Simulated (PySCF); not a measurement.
N,N-disilylmethanamine (CH₉NSi₂), SMILES CN([SiH3])[SiH3].

Coordinates come from a ωB97X-D3(BJ)/def2-SVP optimisation.

All values below come from PBE/def2-TZVP in PySCF.

Gas-phase values at a fixed geometry.

Estimate the frontier levels, gap, dipole moment and polarisability. (The exact figures need the calculation; the answer reports its results.)


```json
{
  "highest_occupied_level": "-5.76 eV",
  "lowest_empty_level": "-0.79 eV",
  "orbital_gap": "4.97 eV",
  "dipole_moment": "0.87 D",
  "quadrupole, principal values (traceless, Buckingham form, about the centre of nuclear charge)": "-1.69, -1.52, 3.21 D·Å",
  "mean_static_polarisability": "75.4 bohr³ (11.17 Å³)",
  "polarisability_principal_values": "66.4, 76.3, 83.3 bohr³"
}
```
